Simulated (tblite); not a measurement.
Compound: C₁₂H₇ClO.
SMILES: `Clc1ccc2c(c1)oc1ccccc12`

Calculated harmonic vibrations of the isolated species, GFN2-xTB (tblite), most abundant isotopes, no scaling. Errors from tens to a few hundred cm⁻¹ against measured bands are possible.

Harmonic wavenumbers (cm⁻¹): 64.0, 134.2, 158.8, 187.5, 263.1, 291.8, 326.1, 340.7, 400.7, 429.6, 486.0, 515.6, 540.2, 542.7, 572.2, 621.4, 680.4, 683.2, 714.7, 762.0, 779.1, 818.7, 846.6, 862.0, 873.7, 893.9, 903.8, 905.4, 924.8, 993.1, 1061.8, 1073.9, 1117.2, 1148.4, 1173.6, 1199.6, 1212.9, 1217.2, 1250.2, 1293.5, 1345.5, 1357.7, 1402.7, 1421.0, 1444.0, 1479.6, 1567.4, 1589.4, 1596.4, 1615.1, 3084.6, 3092.6, 3098.4, 3100.5, 3110.2, 3110.3, 3121.2.

A = 2237, B = 324.6, C = 283.4 MHz; mass 202.019 u (most abundant isotopes); point group Cs, symmetry number 1.

Problem. What is the zero-point energy?

Solution. Half the sum of the wavenumbers: 32900 cm⁻¹ = 94.07 kcal/mol.

Problem. Entropy at 200 K, 1 bar (ideal gas, RRHO, classical rotation)?

Solution. Translation 39.86, rotation 30.53, vibration 14.89: S = 85.3 cal/(mol K).

Problem. And Cp and H(200 K) − H(0)?

Solution. Cp = 29.55 cal/(mol K), of which vibrations give 21.60 (their classical limit is 57 R = 113.3); H(200 K) − H(0) = 3.41 kcal/mol without the zero-point energy, 1.82 from vibrations.

Problem. Blend soft modes into free rotors: weight 1/[1 + (100 cm⁻¹/ν̃)⁴] for the oscillator and the rest for a rotor with moment μB/(μ + B), μ = h/(8π²ν), B = 10⁻⁴⁴ kg m². What vibrational entropy results?

Solution. 14.42 cal/(mol K) in place of 14.89, which changes −T·S at 200 K by +0.09 kcal/mol.

Problem. How do the functions run with temperature in this model?

Solution. 
```json
{"T (K)": "150", "S (cal/(mol K))": "77.8", "Cp (cal/(mol K))": "22.7", "H − H(0) (kcal/mol)": "2.10", "G − H(0) (kcal/mol)": "-9.57", "ln q(vib)": "1.84"}
{"T (K)": "250", "S (cal/(mol K))": "92.6", "Cp (cal/(mol K))": "36.8", "H − H(0) (kcal/mol)": "5.06", "G − H(0) (kcal/mol)": "-18.10", "ln q(vib)": "4.11"}
{"T (K)": "298.15", "S (cal/(mol K))": "99.7", "Cp (cal/(mol K))": "43.7", "H − H(0) (kcal/mol)": "7.00", "G − H(0) (kcal/mol)": "-22.73", "ln q(vib)": "5.34"}
{"T (K)": "400", "S (cal/(mol K))": "114.5", "Cp (cal/(mol K))": "57.1", "H − H(0) (kcal/mol)": "12.15", "G − H(0) (kcal/mol)": "-33.64", "ln q(vib)": "8.13"}
{"T (K)": "600", "S (cal/(mol K))": "141.6", "Cp (cal/(mol K))": "76.4", "H − H(0) (kcal/mol)": "25.65", "G − H(0) (kcal/mol)": "-59.30", "ln q(vib)": "13.92"}
{"T (K)": "900", "S (cal/(mol K))": "176.0", "Cp (cal/(mol K))": "92.8", "H − H(0) (kcal/mol)": "51.28", "G − H(0) (kcal/mol)": "-107.11", "ln q(vib)": "22.45"}
```

q(vib) and H(0) count from the zero-point level.

Problem. Which modes carry the vibrational entropy at 200 K?

Solution. 64.0 cm⁻¹: 3.55; 134.2 cm⁻¹: 2.13; 158.8 cm⁻¹: 1.83; 187.5 cm⁻¹: 1.54; 263.1 cm⁻¹: 0.99; 291.8 cm⁻¹: 0.84 cal/(mol K); the other 51 give 4.01 together.

Hindered rotation and anharmonicity are outside this model.

On one thread of an Arm Neoverse V1 (shared host), this took 1.4 s of wall time. This covers the Hessian and the dipole derivatives.
